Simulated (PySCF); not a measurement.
## Correlation energy of I⁺ (iodine, charge +1)

Starting occupation: [Kr] 4d10 5s2 5p4, 5p1/2 with m_j = -1/2, +1/2, 5p3/2 with m_j = +1/2, +3/2. Computed with PySCF 2.14 in x2c-SVPall-2c with one added diffuse shell each of s, p type (7s9p4d, 54 functions), with X2C-1e with screened-nucleus spin-orbit coupling, Gaussian nucleus. Frozen: [Ar] 3d10; 24 electrons correlated; the 6 highest virtual spinors left out.

MP2 pair energies summed by pair of shells (mhartree):

```
 pair  energy  share (%)
5p-5p  -28.95       24.6
5p-5s  -26.06       22.1
4d-4p  -17.17       14.6
4d-4d  -12.23       10.4
4p-4p   -9.35        7.9
4d-5p   -8.97        7.6
5s-5s   -4.33        3.7
4d-5s   -3.29        2.8
4p-5p   -2.57        2.2
4d-4s   -1.88        1.6
4p-4s   -1.06        0.9
4p-5s   -1.04        0.9
4s-4s   -0.41        0.3
4s-5p   -0.20        0.2
4s-5s   -0.19        0.2
```

Total MP2 correlation energy: -117.69 mhartree.

The GHF reference relaxed away from the jj start to a determinant that is no pure jj level (⟨S²⟩ = 1.86, ⟨J²⟩ = 6.02); the energies belong to that determinant.

This basis was not built for core-valence correlation, so the inner-shell part is incomplete.
